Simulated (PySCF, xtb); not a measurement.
Breaking a bond: N2 (cation, charge +1), doublet. Each curve is given relative to its own lowest point near equilibrium.

| R / Å | A | B | C | D |
|---|---|---|---|---|
| 0.82 | 312.1 | 353.6 | 315.0 | 250.8 |
| 0.89 | 146.4 | 178.5 | 151.6 | 106.6 |
| 0.93 | 85.7 | 113.6 | 92.4 | 58.3 |
| 0.99 | 28.2 | 50.2 | 36.5 | 17.0 |
| 1.03 | 7.9 | 24.7 | 15.5 | 4.4 |
| 1.07 | 0.0 | 9.3 | 4.0 | 0.0 |
| 1.10 | 0.8 | 2.9 | 0.4 | 0.8 |
| 1.13 | 5.3 | 0.0 | 0.0 | 4.3 |
| 1.17 | 14.5 | 0.4 | 3.5 | 12.1 |
| 1.20 | 22.3 | 3.3 | 8.5 | 19.6 |
| 1.28 | 43.2 | 17.9 | 27.7 | 44.0 |
| 1.37 | 63.7 | 38.3 | 47.9 | 68.8 |

Energies in kcal/mol.

Task: Assign the columns to these levels of theory: GFN1-xTB (xtb); unrestricted B3LYP/LANL2DZ (PySCF 2.14.0); unrestricted TPSSh/cc-pVDZ in PySCF; MP2 on UHF/cc-pVDZ, 2 core orbitals frozen run with PySCF.

Result: A is UMP2; B is UKS-B3LYP/LANL2DZ; C is UKS-TPSSh; D is GFN1-xTB.

The scan ran from 0.82 to 4.36 Å; beyond the distances shown one of the unrestricted levels run for this scan, shown here or not, changes its spin distribution in one step. The unrestricted determinant behind UMP2 is spin-contaminated at 1.03 to 1.37 Å (<S²> up to 2.3, against 0.75 for a pure doublet).
